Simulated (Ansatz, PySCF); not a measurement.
Molecule: CBrF₂, charge 1, multiplicity 1. 
Structure (B3LYP-D3(BJ)/def2-TZVP (Ansatz, an electronic-structure program) minimum search):
```xyz
4

F     -1.5580    -1.0136    -0.0206
C     -0.8547     0.0255    -0.0189
F     -1.4943     1.1047    -0.0467
Br     0.9314    -0.0278     0.0205
```
Charge +1, spin multiplicity 1.

Total electronic energies in hartree. Cores are frozen in the correlated levels unless marked. Spin-orbit coupling is left out. Frozen are the shells of the preceding noble gas and the d and f shells that filled before the atom's block. No relativistic terms. Basis-set limits of correlation are two-point, X^-3; Hartree-Fock from the larger set. [CCSD(T)-MP2]/basis is that difference in the basis named.

```tsv
level	program	energy (Eh)
revPBE-D4/def2-TZVPD	Ansatz + dftd4	-2811.39687
M06-2X/def2-TZVPD	PySCF	-2811.62380
HSE06-D4/def2-TZVPD	Ansatz + dftd4	-2811.14295
HSE06/def2-TZVPD	Ansatz	-2811.14120
B2GP-PLYP/def2-TZVPD	Ansatz	-2810.93624
RI-MP2/cc-pVQZ	Ansatz	-2809.82338
CCSD(T)/6-31G*	Ansatz	-2809.08519
CCSD(T)/cc-pVTZ	Ansatz	-2809.77442
RI-MP2/CBS(aug-cc-pVTZ,aug-cc-pVQZ)+[CCSD(T)-MP2]/aug-cc-pVTZ	Ansatz	-2809.9221
```

Totals of different functionals don't rank their quality; only differences between species are comparable.
